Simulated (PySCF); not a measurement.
Species: WO2Cl2 (singlet state).
Structure used (PBE0-D3(BJ)/def2-SVP), in Å, numbered top down from 1:
```
atom  x, y, z in Å
W1     0.0606   -0.0008    0.0495
O2     0.0826   -0.0306    1.7409
O3     1.6795    0.0104   -0.4387
Cl4   -0.9166    1.9276   -0.6398
Cl5   -0.9062   -1.9068   -0.7119
```

Method used: TDDFT CAM-B3LYP/def2-SVPD, vertical, gas phase, core orbitals frozen in the response, def2 core potentials past Kr in PySCF 2.14.0, density-fitted response routines. Spin–orbit coupling is left out.

Ground-to-excited transition dipoles (e·a0, same axes as the geometry; the sign carries no meaning), for the states with f of 0.002 or more among the lowest 10:

| state | E (hartree) | μx | μy | μz |
| --- | --- | --- | --- | --- |
| S1 | 0.1804 | -0.109 | -0.003 | 0.150 |
| S4 | 0.2020 | -0.001 | 0.528 | 0.010 |
| S7 | 0.2125 | -0.101 | 0.001 | -0.077 |
| S9 | 0.2304 | -0.096 | 0.015 | 0.133 |
| S10 | 0.2307 | 0.004 | 0.365 | 0.000 |

Problem. Work out the oscillator strengths.

Solution. f = (2/3) ΔE |μ|² with ΔE in hartree (27.2114 eV).

```
state  |μ|² (au)  |μ| (D)      f
   S1      0.034     0.47  0.004
   S4      0.279     1.34  0.038
   S7      0.016     0.32  0.002
   S9      0.027     0.42  0.004
  S10      0.133     0.93  0.021
```

Problem. The point group is C2v. Which irreducible representation does each state belong to?

Solution. Polarised along the twofold axis, so A1: S7. Polarised across the twofold axis, so B1 or B2: S1, S4, S9 and S10. Which of B1 and B2 hangs on the choice of axes; S1 and S9 take one label and S4 and S10 the other.

Problem. Which bond between heavy atoms lies closest to the direction of the S4 transition dipole?

Solution. W1–Cl4 and W1–Cl5, at 32° from it; next W1–O3 and W1–O2 at 90°.

Problem. What angle do the transition dipoles of S4 and S10 make?

Solution. |cos θ| = |μa·μb| / (|μa| |μb|) = 1.00, so θ ≈ 1° (taken between 0 and 90°, since the signs are arbitrary).

Problem. How is the summed strength of these states shared among x, y and z?

Solution. (2/3) Σ ΔE μα² gives 0.004 for x, 0.058 for y and 0.006 for z, 0.069 in all.

Problem. What peak molar absorption coefficient would the strongest computed level give as a lone Gaussian band 0.5 eV wide at half height?

Solution. ε(max) = 2.175×10⁸ f / FWHM, with the width in cm⁻¹. S4: 2.175×10⁸ × 0.0376 / 4033 ≈ 2000 L mol⁻¹ cm⁻¹.
